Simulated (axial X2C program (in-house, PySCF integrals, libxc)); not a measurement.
KTe: from Re and ωe to a spectrum

A bond curve at the CCSD(T) level, 2c, was computed with an in-house relativistic program for diatomic molecules (basis Te dyall-cv3z [11s12p8d4f1g], K dyall-cv3z [11s12p6d3f] (cores contracted in-house)) for the state Ω = 3/2 (⟨Sz⟩ = 0.50, ⟨Lz⟩ = 1.00 at HF). Its fit gives Re = 3.1831 Å, ωe = 169.5 cm⁻¹, ωexe = 0.475 cm⁻¹ and αe = 2.293e-04 cm⁻¹; the masses are 129.9062 and 38.9637 u. Two-component means X2C with spin–orbit coupling and atomic mean-field Coulomb and Gaunt terms.

Correlated methods: 15 electrons correlated (number of frozen shells: Te 4 s, 3 p, 2 d; K 2 s, 1 p), 287 virtual spin orbitals or spinors in MP2, 90 natural virtuals in coupled cluster.

Question: Find the reduced mass, Be and the force constant.

Answer: From the CCSD(T) values: μ = 29.9735 u. Be = 16.8576/(μ Re²) = 0.05551 cm⁻¹. k = 5.8918×10⁻⁷ μ ωe² = 0.507 mdyn/Å.

Question: Estimate De from a Morse curve and compare with the computed well depth of 2.003 eV to Te + K.

Answer: De(Morse) = ωe²/(4ωexe) = 1.875 eV against 2.003 eV computed, a ratio of 0.94. For De the Morse form works well here.

Question: Where do the fundamental and the first overtone lie?

Answer: ν(1←0) = ωe − 2ωexe = 168.6 cm⁻¹; ν(2←0) = 2ωe − 6ωexe = 336.1 cm⁻¹.

Question: A Morse curve ties αe to the other constants (Pekeris). How well does that hold?

Answer: αe(Morse) = 6Be²/ωe × (√(ωexe/Be) − 1) = 2.100e-04 cm⁻¹; the CCSD(T) curve gives 2.293e-04 cm⁻¹, a ratio of 0.92.

Question: Estimate the centrifugal constant by the Kratzer relation.

Answer: D = 4Be³/ωe² = 2.38e-08 cm⁻¹.

One determinant describes the state; a PBE0 search over occupations chose it and may have missed a lower one. Dissociation energies refer to the lowest single-determinant-based atoms at the same level and basis. CCSD and (T) use frozen natural virtuals with an MP2 correction for the truncation; (T) itself is uncorrected, so its De runs slightly low. Other states lie close and PBE0, whose exact exchange favours high spin, may order them wrongly; the determinant shown need not be the ground state. The nearest other 2c determinant of the search, Ω = 1/2, lies 0.25 eV up at the distance of the search. With the outer-core shells frozen, correlated bond lengths of heavy atoms tend to come out a few hundredths of an ångström too long.
